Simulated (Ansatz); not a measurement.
`B[SiH](O)OC` + H₂ → `B[SiH2]O` + CH₃OH  (hydrogenolysis of the Si–O bond)

Gas-phase electronic energies from Ansatz, PBE0-D4/def2-TZVP geometries. CCSD(T)/CBS is the MP2 limit (def2-TZVPP, def2-QZVPP) plus CCSD(T) − MP2 in def2-TZVPP, frozen cores. This one scheme is used for every species. Functionals use def2-TZVPP. B3LYP here is the variant with VWN-RPA as its local correlation; programs differ in this. One conformer a species, not always the lowest.

```json
{"level": "PBE0-D4", "ΔE (eV)": "0.87"}
{"level": "ωB97M-V", "ΔE (eV)": "0.96"}
{"level": "PBE0", "ΔE (eV)": "0.81"}
{"level": "B3LYP", "ΔE (eV)": "0.87"}
{"level": "MP2/def2-TZVPP", "ΔE (eV)": "1.04"}
{"level": "CCSD/def2-TZVPP", "ΔE (eV)": "0.92"}
{"level": "MP2/def2-QZVPP", "ΔE (eV)": "1.05"}
{"level": "HF/CBS(def2)", "ΔE (eV)": "0.85"}
```

What does CCSD(T)/CBS give? (An estimate is asked.)

The calculation gave: +0.97 eV. The listed levels differ from it by -0.10, -0.01, -0.16, -0.10, 0.07, -0.05, 0.08, -0.12 eV.

Largest T1 diagnostic among the species: 0.012.

The D4 term adds +0.11 eV with B3LYP and +0.06 eV with PBE0; it sums over pairs of atoms, weighted by their polarisabilities, and B3LYP, whose exchange is more repulsive, gets the larger term. In def2-TZVPP, CCSD(T) changes the Hartree–Fock value by +0.11 eV (the triples alone add +0.04 eV) and MP2 by +0.19 eV.
